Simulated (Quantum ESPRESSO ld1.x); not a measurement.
Results of a calculation; reference values are marked as such.
Question: The aim is the scandium ion Sc+ in [Ar] 3d1 4s1. This ld1.x (Quantum ESPRESSO 7.5) run was made with `OMP_NUM_THREADS=1 ld1.x < ld1.in > ld1.out`. Can the result be used? Name any fault.

```
 &input
    zed=21.0,
    iswitch=1,
    rel=1,
    lsd=1,
    dft='XYZ',
    config='[Ar] 3d1 4s1',
    verbosity='high',
    prefix='ld1',
    max_out_wfc=37,
    file_charge='ld1.rho',
 /
```

Output (excerpt):

```
     Program LD1 v.7.5 starts

 %%%%%%%%%%%%%%%%%%%%%%%%%%%%%%%%%%%%%%%%%%%%%%%%%%%%%%%%%%%%%%%%%%%%%%%%%%%%%%
     Error in routine set_dft_from_name (1):
     XYZ: unrecognized dft
 %%%%%%%%%%%%%%%%%%%%%%%%%%%%%%%%%%%%%%%%%%%%%%%%%%%%%%%%%%%%%%%%%%%%%%%%%%%%%%

     stopping ...
```

Answer: No (refused). The line at issue: dft='XYZ'. The program stops in set_dft_from_name with "XYZ: unrecognized dft": the name is not a functional that the program knows. The sound input gives -762.0891 hartree.
